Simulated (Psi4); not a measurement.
Interaction energy of H4O4Si ··· H3ClSi (SMILES O[Si](O)(O)O and [SiH3]Cl), singlet. Monomers: optimised at B3LYP-D3(BJ) (def2-TZVP), held rigid. Orientation: lowest of the rigid-body minima from ten starts at GFN2-xTB. The monomers approach along the line of their centres of mass (distance R); nothing else relaxes. The table gives interaction energies.

```csv
R / Å,A,B,C
3.28,15.26,17.03,30.37
3.50,3.42,3.98,13.84
3.73,-2.05,-2.15,5.11
3.89,-3.61,-3.91,1.95
4.10,-4.23,-4.58,-0.19
4.33,-4.01,-4.27,-1.10
4.61,-3.30,-3.41,-1.31
4.86,-2.63,-2.62,-1.19
5.40,-1.49,-1.40,-0.77
6.10,-0.69,-0.66,-0.40
7.09,-0.25,-0.27,-0.17
8.41,-0.09,-0.10,-0.07
```

Energies in kcal/mol.

**Question.** Which curve belongs to which method? The methods are BLYP-D3(BJ)/def2-TZVP, counterpoise-corrected (Psi4); HF/aug-cc-pVDZ, counterpoise-corrected (Psi4); Psi4 with PBE-D3(BJ)/def2-TZVP, counterpoise-corrected.

**Answer.** A is PBE-D3(BJ)/def2-TZVP; B is BLYP-D3(BJ)/def2-TZVP; C is HF/aug-cc-pVDZ.
